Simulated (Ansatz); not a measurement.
System: dichloro(methylsilyloxy)silane, CH₆Cl₂OSi₂, charge 0, multiplicity 1. SMILES: C[SiH2]O[SiH](Cl)Cl
Geometry: optimised at B3LYP-D3(BJ)/def2-TZVP (Ansatz, an electronic-structure program).

Quantity: vertical ionisation energy to the doublet, in eV. Set-up: UHF or UKS for open shells; 6-311+G** with 5d, 6d on Na to Ar in Ansatz; 6-31G* and kin with 6d, 5d where marked; non-relativistic; each state is the SCF solution reached for its charge and spin; spin-orbit terms left out; dispersion terms only where a functional's name holds one. First-principles rows: single points at B3LYP-D3(BJ) geometries (Ansatz).

```tsv
level	program	vertical ionisation energy to the doublet (eV)
B3LYP/STO-3G	Ansatz	8.27
B3LYP/3-21G	Ansatz	10.77
B3LYP/6-31G*	Ansatz	10.64
B3LYP/6-311+G**	Ansatz	10.73
B3LYP/def2-TZVPD	Ansatz	10.68
```

No value to compare with is used here. The 4 habitual levels span 8.27 (B3LYP/STO-3G) to 10.77 eV (B3LYP/3-21G); B3LYP/def2-TZVPD gives 10.68.

The sets are all those run for this method; left out are runs that failed, that the program found above a lower state of the same kind, or whose <S^2> lies over 0.5 above the pure value.
